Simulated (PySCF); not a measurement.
**AsO: frontier orbitals**

BP86 at R = 1.647 Å; basis As aug-pcseg-1, O aug-pcseg-1; no relativity; PySCF 2.14. State: ²Π (doublet), unpaired electrons π ↑. Only the outer orbitals are listed, counted within each symmetry.

```tsv
spin	orbital	occ.	ε (eV)	on As (%)	main shells (%)
α	8σ	1	-24.70	7	88 O s
α	9σ	1	-14.37	75	72 As s, 12 O p, 12 O s
α	10σ	1	-9.22	41	56 O p, 26 As p, 15 As s
α	4π	1	-9.10	26	72 O p, 25 As p
α	4π	1	-9.04	26	73 O p, 25 As p
α	5π	1	-4.82	78	76 As p, 23 O p
α	5π	0	-4.76	78	75 As p, 23 O p
α	11σ	0	-0.95	104	84 As p, 14 As d, 9 O p
β	8σ	1	-24.40	7	88 O s
β	9σ	1	-13.87	73	71 As s, 14 O p, 13 O s
β	4π	1	-8.96	25	74 O p, 24 As p
β	10σ	1	-8.95	44	55 O p, 25 As p, 19 As s
β	4π	1	-8.32	23	76 O p, 22 As p
β	5π	0	-4.48	79	76 As p, 22 O p
β	5π	0	-3.68	80	78 As p, 20 O p
β	11σ	0	-0.75	105	86 As p, 13 As d
```

Question: Which are the highest filled and the lowest empty level, where do they sit, and how wide is the gap?

Answer: Highest filled α 5π at -4.82 eV (in %: 76 As p, 23 O p); lowest empty α 5π at -4.76 eV (in %: 75 As p, 23 O p); the gap at BP86 is 0.06 eV. Both belong to one degenerate shell, split only by its one-sided filling, so this is no excitation gap.

| Property | Result |
| --- | --- |
| bond order (Mayer) | 1.67 |
| ⟨S²⟩ | 0.752 |
| charge on As (Mulliken, basis-dependent) | 0.76 |
| charge on As (Löwdin, basis-dependent) | 0.80 |
| dipole moment (positive dipole means As(−)O(+)) | -2.38 D |

Shares are Mulliken populations and can fall outside 0 to 100 %.

Spin–orbit coupling is left out. The state is the lowest determinant that a PBE0 search found; another state may lie lower at other levels.
